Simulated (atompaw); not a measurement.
**carbon (C): variants of one PAW (atompaw) potential**

Base potential:

```json
{"Element": "C", "Generator": "atompaw 4.2.0.5", "Type": "PAW", "Functional": "LDA (PW92)", "Relativity": "scalar-relativistic", "Frozen core": "[He]", "Valence charge": "4", "Reference configuration": "2s2 2p2", "Partial waves": "2s (bound): rc 2.40 bohr; 2s channel at 4.1 Ry: rc 1.35 bohr; 2p (bound): rc 2.40 bohr; 2p channel at 1.95 Ry: rc 2.40 bohr", "Local potential": "vpsmatchnc scheme with l = 2 at 0.5 Ry, radius 2.00 bohr", "Core correction": "smooth core density matched at 1.60 bohr", "Augmentation charge": "sinc compensation charge, radius 1.85 bohr; PAW radius 2.40 bohr; waves and projectors: custom rrkj gramschmidtortho"}
```

Cutoffs, loose and tight: the cutoffs (Ry, on a coarse ladder) from which the occupation-weighted sum of valence levels, in a spherical-Bessel basis at the reference potential, stays within 10 and 1 mRy of its value at 400 Ry. They see the waves, projectors and local potential, not the compensation charge or the core. A dash means not determined.

A true bound ghost makes a file unfit for plane-wave use even where its test errors are small: the radial tests pick states by their node count and pass the ghost by.

```csv
change,outcome,"cutoff, loose","cutoff, tight",bound ghosts
base,generated,12 Ry,15 Ry,s
"augmentation besselshape compensation charge, radius 1.85 bohr; PAW radius 2.40 bohr; waves and projectors: custom rrkj gramschmidtortho",generated,12 Ry,15 Ry,s
wave 2s (bound): rc 2.40 bohr becomes 2s (bound): rc 2.18 bohr,generated,12 Ry,15 Ry,none
core correction smooth core density matched at 2.24 bohr,generated,12 Ry,15 Ry,s
wave 2s channel at 4.1 Ry: rc 1.35 bohr becomes 2s channel at 2.39 Ry: rc 1.35 bohr,generated,12 Ry,15 Ry,s
"augmentation sinc compensation charge, radius 1.76 bohr; PAW radius 2.40 bohr; waves and projectors: custom rrkj gramschmidtortho",generated,12 Ry,15 Ry,s
wave 2s (bound): rc 2.40 bohr becomes 2s (bound): rc 1.30 bohr,generated,12 Ry,15 Ry,none
functional PBE,generated,12 Ry,15 Ry,s
"local potential vpsmatchnc scheme with l = 2 at 0.5 Ry, radius 2.24 bohr",generated,12 Ry,15 Ry,s
```

(1) What comes out with this change to the base: augmentation sinc compensation charge, radius 1.85 bohr; PAW radius 2.40 bohr; waves and projectors: custom polynom2 7 10 vanderbiltortho?

(2) What comes out with this change to the base: non-relativistic?

Results:

(1) outcome: generated; cutoff, loose: 15 Ry; cutoff, tight: 30 Ry; bound ghosts: none.

(2) outcome: generated; cutoff, loose: 12 Ry; cutoff, tight: 18 Ry; bound ghosts: s.
